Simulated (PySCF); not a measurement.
Compound: C5H6F2O.
Numbering: `[CH3:1][C@@H:2]1[CH2:3][C@@:4]1([F:5])[C:6](=[O:7])[F:8]` (hydrogens: H9, H10, H11 on C1; H12 on C2; H13, H14 on C3)

The same species was optimised twice, with GFN2-xTB and with PBE0-D3(BJ)/def2-SVP (PySCF), and the same property calculations (PySCF, gas phase) were run on both structures.

```tsv
coordinate	GFN2-xTB	PBE0-D3(BJ)/def2-SVP	change
C6–F8 (Å)	1.375	1.346	-0.029
C4–F5 (Å)	1.364	1.349	-0.015
C4–C6 (Å)	1.468	1.480	+0.012
C2–C4 (Å)	1.522	1.511	-0.011
C3–C4 (Å)	1.513	1.502	-0.011
C2–C3 (Å)	1.491	1.497	+0.006
C6=O7 (Å)	1.178	1.180	+0.002
C1–C2 (Å)	1.505	1.503	-0.002
C4–C6–O7 (°)	130.6	127.9	-2.7
O7–C6–F8 (°)	119.6	121.6	+2.0
C3–C4–F5 (°)	116.6	117.4	+0.8
C2–C4–C6 (°)	121.3	120.4	-0.9
C3–C4–C6 (°)	121.8	121.0	-0.8
C2–C4–C3 (°)	58.9	59.6	+0.7
C4–C6–F8 (°)	109.8	110.4	+0.6
C1–C2–C3 (°)	120.8	121.3	+0.5
C3–C4–C6–O7 (°)	-147	-146	+1
```

Rotational constants: A = 3408, B = 1615, C = 1326 MHz (GFN2-xTB) against A = 3424, B = 1629, C = 1340 MHz (PBE0-D3(BJ)/def2-SVP). Point groups within 0.08 Å: C1 and C1.

On the GFN2-xTB structure: isotropic polarisability (au) 62.1 [CAM-B3LYP/def2-SVPD]; HOMO (eV) -10.20 [CAM-B3LYP/def2-SVPD]; LUMO (eV) 0.27 [CAM-B3LYP/def2-SVPD]; dipole (D) 4.05 [CAM-B3LYP/def2-SVPD]; HOMO (eV) -8.70 [PBE0/pcSseg-1]; LUMO (eV) -0.71 [PBE0/pcSseg-1]; dipole (D) 3.86 [PBE0/pcSseg-1]; GIAO shielding of C1 (ppm) 172.6 [PBE0/pcSseg-1]; GIAO shielding of C2 (ppm) 158.8 [PBE0/pcSseg-1]; GIAO shielding of C3 (ppm) 161.1 [PBE0/pcSseg-1]; GIAO shielding of C4 (ppm) 109.4 [PBE0/pcSseg-1]; GIAO shielding of F5 (ppm) 409.9 [PBE0/pcSseg-1]; GIAO shielding of C6 (ppm) 18.1 [PBE0/pcSseg-1]; GIAO shielding of O7 (ppm) -110.1 [PBE0/pcSseg-1]; GIAO shielding of F8 (ppm) 154.8 [PBE0/pcSseg-1].

Task: What do these properties become on the PBE0-D3(BJ)/def2-SVP structure?

Result: 
| property | level | on GFN2-xTB | on PBE0-D3(BJ)/def2-SVP | change |
| --- | --- | --- | --- | --- |
| isotropic polarisability (au) | CAM-B3LYP/def2-SVPD | 62.1 | 62.2 | +0.1 |
| HOMO (eV) | CAM-B3LYP/def2-SVPD | -10.20 | -10.14 | +0.06 |
| LUMO (eV) | CAM-B3LYP/def2-SVPD | 0.27 | 0.39 | +0.12 |
| dipole (D) | CAM-B3LYP/def2-SVPD | 4.05 | 3.97 | -0.08 |
| energy, GFN2-xTB geometry as zero (kcal/mol) | CAM-B3LYP/def2-SVPD | 0.0 | -0.5 | -0.5 |
| HOMO (eV) | PBE0/pcSseg-1 | -8.70 | -8.63 | +0.07 |
| LUMO (eV) | PBE0/pcSseg-1 | -0.71 | -0.60 | +0.11 |
| dipole (D) | PBE0/pcSseg-1 | 3.86 | 3.76 | -0.10 |
| energy, GFN2-xTB geometry as zero (kcal/mol) | PBE0/pcSseg-1 | 0.0 | -0.5 | -0.5 |
| GIAO shielding of C1 (ppm) | PBE0/pcSseg-1 | 172.6 | 171.0 | -1.6 |
| GIAO shielding of C2 (ppm) | PBE0/pcSseg-1 | 158.8 | 160.6 | +1.8 |
| GIAO shielding of C3 (ppm) | PBE0/pcSseg-1 | 161.1 | 161.3 | +0.2 |
| GIAO shielding of C4 (ppm) | PBE0/pcSseg-1 | 109.4 | 110.1 | +0.7 |
| GIAO shielding of F5 (ppm) | PBE0/pcSseg-1 | 409.9 | 412.8 | +2.9 |
| GIAO shielding of C6 (ppm) | PBE0/pcSseg-1 | 18.1 | 16.9 | -1.2 |
| GIAO shielding of O7 (ppm) | PBE0/pcSseg-1 | -110.1 | -111.0 | -0.9 |
| GIAO shielding of F8 (ppm) | PBE0/pcSseg-1 | 154.8 | 168.7 | +13.9 |

The heavy atoms differ by 0.017 Å rms after alignment. Among bonds between heavy atoms C6–F8 changes most (-0.029 Å). Changes are differences of the printed values. Neither structure is proved a minimum here.

The values belong to the conformer `[CH3:1][C@@H:2]1[CH2:3][C@@:4]1([F:5])[C:6](=[O:7])[F:8]`: C3–C4–C6–O7 -146°.
